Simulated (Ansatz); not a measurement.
Reaction (hydrogenolysis of a Zn–Ga bond): `[F][GaH][ZnH]` + H₂ → `[ZnH2]` + `[F][GaH2]`

Computed with Ansatz on PBE0-D4/def2-TZVP structures; ΔE is electronic, products minus reactants. CCSD(T)/CBS adds triple-zeta CCSD(T) − MP2 to the extrapolated MP2 energy (def2 sets, frozen cores). This one scheme is used for every species. For Ga, Zn outer-core shells are correlated without core-valence functions, which leaves a few kJ/mol of doubt a bond. Scalar relativity is left out up to krypton.

`[F][GaH][ZnH]`:

Cartesian coordinates in Å:
```
F -0.614 1.867 -0.996
Ga 0.416 0.451 -0.702
Zn -0.440 -0.946 1.119
H 1.635 0.454 -1.701
H -0.997 -1.826 2.280
```

H₂:

Cartesian coordinates in Å:
```
H 0.335 -0.086 -0.140
H -0.335 0.086 0.140
```

`[ZnH2]`:

Z-matrix (Å, degrees):
```
Zn
H 1 1.544
H 1 1.544 2 180.0
```

`[F][GaH2]`:

Cartesian coordinates in Å:
```
F -0.305 0.460 -1.537
Ga 0.024 -0.035 0.118
H 1.025 0.892 0.865
H -0.743 -1.317 0.554
```

| species | CCSD(T)/CBS(def2) energy (Eh) |
| --- | --- |
| `[F][GaH][ZnH]` | -3803.33961 |
| H₂ | -1.17544 |
| `[ZnH2]` | -1779.54550 |
| `[F][GaH2]` | -2024.95631 |

Task: Work out ΔE.

Result: ΔE = (-1779.54550) + (-2024.95631) − (-3803.33961) − (-1.17544) = 0.01324 Eh = +0.36 eV.

Task: What do rigid-rotor, harmonic-oscillator terms from PBE0-D4/def2-TZVP frequencies (298.15 K, 1 bar) make of the CCSD(T)/CBS value? (Best estimate.)

Result: The calculation gave: ΔZPE = +0.05 eV, ΔH = +0.36 eV, ΔS = 3 J/(mol·K), ΔG = +0.35 eV.

Largest T1 diagnostic among the species: 0.016.

In def2-TZVPP, CCSD(T) changes the Hartree–Fock value by +0.12 eV (the triples alone add +0.03 eV) and MP2 by +0.13 eV. At CCSD(T), def2-SVP lies −0.06 eV from the extrapolated value and def2-TZVPP −0.10 eV.
